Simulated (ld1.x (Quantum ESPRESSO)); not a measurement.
**What the settings do to the RRKJ potential of nickel**

Base potential:

nickel (Ni), norm-conserving RRKJ (Kleinman–Bylander form), made with ld1.x (Quantum ESPRESSO) 7.5 (PBEsol, scalar-relativistic). Core [Ne] 3s2, reference 3p6 3d8 4s2 4p0. Waves: 4s (bound): rc 2.10 bohr; 3d (bound): rc 0.95 bohr; 3p (bound): rc 1.25 bohr. Local part: the p channel. Core correction: a·sin(br)/r model core, default radius (core density twice the valence density). rho0 = 0.001.

All-electron outer shells of the reference configuration (PBEsol, scalar-relativistic, ld1.x):

```
shell  level (eV)  outermost node (bohr)  outermost maximum (bohr)
   2p     -844.17                      –                      0.16
   3s     -110.78                   0.30                      0.64
   3p      -71.25                   0.27                      0.65
   3d       -8.90                      –                      0.63
   4s       -5.66                   0.92                      2.24
   4p       -1.19                   1.00                      3.14
```

Cutoffs, loose and tight: the cutoffs (Ry, on a coarse ladder) from which the occupation-weighted sum of valence levels, in a spherical-Bessel basis at the reference potential, stays within 10 and 1 mRy of its value at 400 Ry. They do not see the model core or the augmentation charge, which bear on the density cutoff. Test errors are all-electron minus pseudo excitation energies from the reference, over the configurations 3p6 3d8 4s1 4p0; 3p6 3d8 4s0 4p0; 3p6 3d7 4s0 4p0; 3p6 3d8 4s0 4p1; 3p6 3d9 4s0 4p0; 3p6 3d6 4s0 4p0; 3p6 3d7 4s2 4p1. A dash means not determined; rows that change the core or the reference have their own tests.

A true bound ghost makes a file unfit for plane-wave use even where its test errors are small: the radial tests pick states by their node count and pass the ghost by.

```tsv
change	outcome	cutoff, loose	cutoff, tight	bound ghosts	largest test error (meV)
base	generated	200 Ry	260 Ry	s	+205
wave 3p (bound): rc 1.25 bohr becomes 3p (bound): rc 0.94 bohr	generated	200 Ry	260 Ry	s	+202
wave 3p (bound): rc 1.25 bohr becomes 3p (bound): rc 1.10 bohr	generated	200 Ry	260 Ry	s	+211
wave 3p (bound): rc 1.25 bohr becomes 3p (bound): rc 1.30 bohr	generated	200 Ry	260 Ry	s	+194
wave 3p (bound): rc 1.25 bohr becomes 3p (bound): rc 1.46 bohr	generated	200 Ry	260 Ry	s	-151
wave 3p (bound): rc 1.25 bohr becomes 3p (bound): rc 1.54 bohr	generated	200 Ry	260 Ry	s	-218
```

**Question.** What comes out with this change to the base: wave 3p (bound): rc 1.25 bohr becomes 3p (bound): rc 1.74 bohr?

**Answer.** outcome: generated; cutoff, loose: 200 Ry; cutoff, tight: 260 Ry; bound ghosts: s; largest test error (meV): -453.

**Question.** What comes out with this change to the base: wave 3p (bound): rc 1.25 bohr becomes 3p (bound): rc 0.80 bohr?

**Answer.** outcome: generated; cutoff, loose: 200 Ry; cutoff, tight: 300 Ry; bound ghosts: s; largest test error (meV): +194.

**Question.** What comes out with this change to the base: wave 3p (bound): rc 1.25 bohr becomes 3p (bound): rc 1.86 bohr?

**Answer.** outcome: generated; cutoff, loose: 200 Ry; cutoff, tight: 260 Ry; bound ghosts: s; largest test error (meV): -718.

Reading the sweep of the p radius (base included, trends over the rows without a ghost): Bound ghosts are found at 0.8, 0.94, 1.1, 1.25, 1.3, 1.46, 1.54, 1.74, 1.86 bohr. Every judged row has one, so this setting neither creates nor removes them.
